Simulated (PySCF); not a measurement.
**Dipole response of Ir+ (iridium, charge +1)**

[Xe] 4f14 5d7 6s1, high-spin 5F determinant. Computed with PySCF 2.14 in def2-QZVPPD with the def2 core potential (60 electrons), with a scalar-relativistic core potential. Coupled (time-dependent) response in atomic units; α is the mean over directions.

```
method  mean α (bohr³)  C₆ (like pair)  S(−4)
   UHF           30.19           241.4  432.9
   PBE           24.47           200.2  211.8
  PBE0           25.21           204.9  238.5
```

S(−4) is the Cauchy moment in α(ω) = α(0) + S(−4) ω² + …

Spin-orbit coupling is absent.

α(iu) at UHF:

| u (hartree) | α(iu) (bohr³) |
| --- | --- |
| 0 | 30.19 |
| 0.0500 | 29.16 |
| 0.100 | 26.59 |
| 0.200 | 20.50 |
| 0.300 | 15.82 |
| 0.500 | 10.48 |
| 0.750 | 7.222 |
| 1.00 | 5.404 |
| 1.50 | 3.416 |
| 2.00 | 2.362 |
| 3.00 | 1.313 |
| 5.00 | 0.5644 |

For an ion, C₆ is the dispersion term alone; charge-induced terms of lower order in 1/R come first.

Energies and moments cover only the electrons outside the core potential. Spin-orbit coupling, absent here, splits the open shell strongly.
